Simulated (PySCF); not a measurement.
3-methylbut-1-ene (C₅H₁₀), SMILES C=CC(C)C.

The structure is a stationary point at PBE0-D3(BJ)/def2-SVP. One conformer was computed; it need not be the lowest.

The numbers are results of r2SCAN/def2-TZVP in PySCF, not measurements.

Computed frontier levels, gap, dipole moment and polarisability:
```json
{
 "highest_occupied_level": "-6.41 eV",
 "lowest_empty_level": "-0.40 eV",
 "orbital_gap": "6.02 eV",
 "dipole_moment": "0.48 D",
 "quadrupole, principal values (traceless, Buckingham form, about the centre of nuclear charge)": "-2.53, 0.93, 1.60 D·Å",
 "mean_static_polarisability": "62.9 bohr³ (9.31 Å³)",
 "polarisability_principal_values": "51.0, 61.4, 76.2 bohr³"
}
```
